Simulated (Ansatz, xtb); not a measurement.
Isomers of C4H9BrSi in order of energy

4 gas-phase structures of C4H9BrSi, from a drawn sample of its isomers (lower ones may exist). Each was relaxed with GFN2-xTB; where two conformers were screened, the lower at r2SCAN-D4/def2-SVP is listed:

A. `C=CC[SiH2]CBr`, a singlet
B. `C=C[Si](C)(C)Br`, a singlet
C. `C=CC[SiH](C)Br`, a singlet
D. `C=C[C@@H](Br)[SiH2]C`, a singlet

Problem. Which do you expect lowest at r2SCAN-D4/def2-SVP, and how would the others follow?

Solution. Calculated order at r2SCAN-D4/def2-SVP: B (0.0), C (7.0), D (44.2), A (46.2) kcal/mol.

Energies above the lowest of each column, in kcal/mol; the last columns are at PBE0-D3(BJ)/def2-SVP geometries and were run for some of them only (a dash: not run or not comparable):

```csv
structure,GFN2-xTB,HF/STO-3G,r2SCAN-D4/def2-SVP,PBE0-D3(BJ)/def2-SVP,CCSD(T)/def2-SVP + ΔMP2/def2-TZVPP
B,9.7,0.0,0.0,0.0,0.0
C,0.0,9.6,7.0,7.5,9.5
D,30.9,46.2,44.2,45.3,45.8
A,32.7,46.3,46.2,–,–
```

CCSD(T)/def2-SVP + ΔMP2/def2-TZVPP puts B lowest of those it was run on; GFN2-xTB picks C. Flexible structures stand in one conformer each, not always the lowest. Frequencies (GFN2-xTB) were run for B, C, D alone. ΔMP2 is the change of the MP2 energy from the smaller to the larger basis.

Over these structures GFN2-xTB departs from r2SCAN-D4/def2-SVP by 7.9 kcal/mol on average once a common shift is removed. A GFN2-xTB relaxation took about 0.099 s and the r2SCAN-D4/def2-SVP energy about 3.3 s on a shared host (Ansatz 0.2.0, xtb 6.7.1).
